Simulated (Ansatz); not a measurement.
`S=C[SiH2][SnH3]` + `FCCl` → `Cl[CH2][SnH3]` + `F[SiH2]C=S`  (formal exchange of groups at the Sn–Si bond)

Computed with Ansatz on PBE0-D4/def2-TZVP structures; ΔE is electronic, products minus reactants. CCSD(T)/CBS is the MP2 limit (def2-TZVPP, def2-QZVPP) plus CCSD(T) − MP2 in def2-TZVPP, frozen cores. This one scheme is used for every species. DFT in def2-TZVPP. def2 core potentials past Kr. For Sn outer-core shells are correlated without core-valence functions, which leaves a few kJ/mol of doubt a bond. Each species was taken in one conformer, which may not be the lowest.

`S=C[SiH2][SnH3]`:

Cartesian coordinates in Å:
```
S 0.669 -0.516 -2.949
C 0.019 -1.075 -1.583
Si 0.732 -0.744 0.119
Sn -0.573 1.244 1.099
H -0.918 -1.639 -1.637
H 2.175 -0.425 0.003
H 0.527 -1.935 0.990
H -2.242 0.885 1.130
H -0.330 2.629 0.134
H -0.060 1.577 2.692
```

`FCCl`:

```xyz
5

F    -0.500    0.651    1.081
C    -0.125   -0.048   -0.016
Cl    1.590    0.203   -0.354
H    -0.689    0.306   -0.878
H    -0.276   -1.112    0.167
```

`Cl[CH2][SnH3]`:

Z-matrix (Å, degrees):
```
C
Sn 1 2.158
Cl 1 1.782 2 110.6
H 1 1.089 2 111.0 3 119.4
H 1 1.089 2 111.0 3 -119.4
H 2 1.710 1 108.8 3 -179.9
H 2 1.703 1 108.4 3 60.2
H 2 1.703 1 108.4 3 -60.0
```

`F[SiH2]C=S`:

Z-matrix (Å, degrees):
```
Si
C 1 1.872
F 1 1.601 2 110.5
H 1 1.479 2 108.9 3 118.9
H 1 1.479 2 108.9 3 -118.9
S 2 1.611 1 115.8 3 -179.8
H 2 1.093 1 123.7 3 0.2
```

| level | ΔE (kJ/mol) | difference from CCSD(T)/CBS |
| --- | --- | --- |
| ωB97X-V | -151.4 | 12.2 |
| B2PLYP | -158.4 | 5.2 |
| PBE | -129.2 | 34.4 |
| PBE0 | -137.5 | 26.1 |
| HF/def2-TZVPP | -164.8 | -1.2 |
| MP2/def2-TZVPP | -171.0 | -7.4 |
| CCSD/def2-TZVPP | -162.7 | 0.9 |
| CCSD(T)/def2-TZVPP | -160.7 | 2.9 |
| MP2/def2-QZVPP | -173.6 | -10.0 |
| CCSD/CBS(def2) | -165.6 | -2.0 |
| CCSD(T)/CBS | -163.6 | 0 |

Largest T1 diagnostic among the species: 0.015.

From PBE to PBE0 (25 % exact exchange), in def2-TZVPP and without D4, ΔE moves by −8.3 kJ/mol.
